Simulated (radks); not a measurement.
Spherical quantum dot in the effective-mass picture: electrons in a hard-walled sphere of radius 4.47, with a point charge +1 (a donor) at the centre, all in effective atomic units (hartree* = m*/eps^2 hartree, bohr* = eps/m* bohr), one dielectric constant everywhere. Method: non-relativistic Kohn-Sham, r2SCAN, spin-polarised, spherical densities, generalised Kohn-Sham scheme; computed with a radial shooting solver with Libxc functionals. Levels are named by radial order and angular momentum (1s, 1p, 1d, 2s, ...), and open shells are averaged over m.

N = 22, configuration 1s2 1p6 1d10 2s(up 1, down 0) 1f(up 3, down 0). This is the lowest configuration that the search found. Occupied and some empty levels:

| level | occupation | eigenvalue (hartree*) | <r> (bohr*) |
|---|---|---|---|
| 1s up | 1 | 6.0507 | 2.933 |
| 1s down | 1 | 6.0951 | 2.996 |
| 1p up | 3 | 6.1978 | 3.162 |
| 1p down | 3 | 6.2359 | 3.144 |
| 1d up | 5 | 6.4286 | 3.258 |
| 1d down | 5 | 6.4728 | 3.243 |
| 2s up | 1 | 6.6395 | 1.554 |
| 1f up | 3 | 6.7460 | 3.334 |
| 1f down | 0 | 6.7971 | 3.326 |
| 2s down | 0 | 6.8816 | 1.686 |
| 1g up | 0 | 7.1445 | 3.399 |
| 1g down | 0 | 7.2017 | 3.396 |
| 2p up | 0 | 7.4115 | 2.197 |
| 2p down | 0 | 7.4819 | 2.295 |
| 2d up | 0 | 8.0058 | 2.515 |
| 2d down | 0 | 8.0353 | 2.539 |

Energy (hartree*): total 73.4032, kinetic 19.422, external -7.9492, Hartree 70.300, exchange-correlation -8.3689.

Electron density:

| r (bohr*) | n(r) (e/bohr*^3) |
|---|---|
| 0.351 | 0.2123 |
| 0.684 | 0.1084 |
| 1.02 | 0.05811 |
| 1.35 | 0.03675 |
| 1.69 | 0.03250 |
| 2.02 | 0.04102 |
| 2.35 | 0.06008 |
| 2.69 | 0.08481 |
| 3.02 | 0.1054 |
| 3.35 | 0.1072 |
| 3.69 | 0.07956 |
| 4.02 | 0.03345 |
| 4.35 | 0.002350 |
